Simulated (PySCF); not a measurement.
Gas-phase reaction: 2 GeHCl + 3 GeH₄ ⇌ Ge₃H₈ + 2 GeH₃Cl

Method: PySCF energies plus ideal-gas RRHO corrections (1 bar). † marks an energy on the PBE0/def2-TZVP geometry and frequencies; other levels use their own. MP2 freezes the core. 6-31G* has spherical d functions here. All species are closed-shell singlets. B3LYP is the form with VWN-RPA correlation. Ge: all electrons, no relativistic terms. GeHCl: computed as isolated molecules; such fragments, hydroxides, amides, oligomers or adducts are transient or little studied in the gas. MP2 isn't extrapolated to the basis-set limit; its ΔH°(298 K) is -296.1 kJ in def2-SVP and -317.7 kJ in def2-TZVPP. The harmonic model lacks anharmonicity and excited electronic states, which grow with temperature; levels with a mode under 35 cm⁻¹ are left out. Internal rotation in Ge₃H₈ is treated as a harmonic vibration of one conformer, which makes the entropy rough.

ΔH° and ΔS° at 298 K: B3LYP/6-31G* -208 kJ, -264 J/K; BLYP/def2-TZVP† -175 kJ, -266 J/K; MP2/def2-SVP† -296 kJ, -266 J/K; MP2/def2-TZVPP† -318 kJ, -266 J/K; PBE0/def2-SVP† -280 kJ, -266 J/K.

Question: With the heat capacities included, give log10 K (1 bar) at 500, 1000, 1200, 1600, 2500 K from B3LYP/6-31G*, BLYP/def2-TZVP†, MP2/def2-SVP†, MP2/def2-TZVPP†, PBE0/def2-SVP†.

Answer: 
```csv
T (K),B3LYP/6-31G*,BLYP/def2-TZVP†,MP2/def2-SVP†,MP2/def2-TZVPP†,PBE0/def2-SVP†
500,8.1,4.5,17.1,19.4,15.5
1000,-2.3,-4.1,2.2,3.3,1.4
1200,-3.9,-5.5,-0.2,0.8,-0.9
1600,-5.8,-7.0,-3.1,-2.3,-3.6
2500,-7.7,-8.5,-5.9,-5.5,-6.3
```
